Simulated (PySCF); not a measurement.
**Zinc: a sound run and one with changed settings**

Sound run: Zn⁺ [Ar] 3d10 4s1, Zn²⁺ [Ar] 3d10. Computed with PySCF 2.14 in cc-pVDZ-DK, with scalar relativity by spin-free X2C-1e. The sound run starts from symmetry-adapted Hartree-Fock orbitals and uses a fine grid where one is needed.

Changed run: radial step 0.8 in ln r (0.13 in the sound run). This setting is unsound on purpose.

```json
{"species": "Zn⁺", "method": "UHF", "sound run (hartree)": "-1793.98033", "changed run (hartree)": "-1793.98033", "converged": "yes"}
{"species": "Zn⁺", "method": "PBE", "sound run (hartree)": "-1795.31991", "changed run (hartree)": "-1795.68990", "converged": "yes"}
{"species": "Zn⁺", "method": "MN15", "sound run (hartree)": "-1796.75903", "changed run (hartree)": "-1795.99450", "converged": "yes"}
{"species": "Zn²⁺", "method": "UHF", "sound run (hartree)": "-1793.36092", "changed run (hartree)": "-1793.36092", "converged": "yes"}
{"species": "Zn²⁺", "method": "PBE", "sound run (hartree)": "-1794.63228", "changed run (hartree)": "-1794.98454", "converged": "yes"}
{"species": "Zn²⁺", "method": "MN15", "sound run (hartree)": "-1796.09831", "changed run (hartree)": "-1795.32821", "converged": "yes"}
```

Ionisation energy of Zn⁺:

```json
{"method": "UHF", "sound run (eV)": "16.855", "changed run (eV)": "16.855"}
{"method": "PBE", "sound run (eV)": "18.711", "changed run (eV)": "19.194"}
{"method": "MN15", "sound run (eV)": "17.979", "changed run (eV)": "18.131"}
```

A coarse radial grid mis-integrates the density and the exchange-correlation energy, with errors of either sign; Hartree-Fock needs no grid.

For comparison, NIST gives 17.964 eV between the lowest levels.
